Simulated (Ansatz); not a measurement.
FH5N2OTi, SMILES `[NH2][Ti]([NH2])([OH])[F]`, relaxed with RKS PBE0-D4/def2-TZVP in Ansatz from a PBE-D4/def2-SVP geometry. The force threshold is 0.005 eV/Å; the program also tests the step.

Charge 0, multiplicity 1.

Start:

```xyz
10

N    -1.518    0.041   -0.746
Ti   -0.001   -0.501    0.224
N     1.453    0.478   -0.467
O    -0.268   -0.067    1.957
F     0.359   -2.232    0.038
H    -1.790   -0.365   -1.649
H    -2.293    0.595   -0.367
H     2.433    0.200   -0.335
H     1.401    1.258   -1.129
H     0.225    0.592    2.475
```

(1) By how much does the energy fall, and how many steps does the optimiser take? (Best estimate.)

(2) Which bonds change most? (An estimate is asked.)

(3) Give the relaxed structure. (An estimate is asked.)

Results:

(1) The calculation gave: 2.87 kJ/mol, in 8 steps, 1 of them rejected.

(2) Ansatz gave: N1–H6 from 1.027 to 1.011 Å; N3–H8 from 1.027 to 1.011 Å; N3–H9 from 1.024 to 1.009 Å; N1–H7 from 1.025 to 1.010 Å.

(3) Computed: 
```xyz
10

N    -1.508    0.037   -0.738
Ti    0.008   -0.499    0.224
N     1.456    0.459   -0.494
O    -0.275   -0.042    1.940
F     0.376   -2.231    0.058
H    -1.755   -0.309   -1.655
H    -2.276    0.559   -0.339
H     2.422    0.175   -0.394
H     1.383    1.257   -1.106
H     0.169    0.593    2.502
```
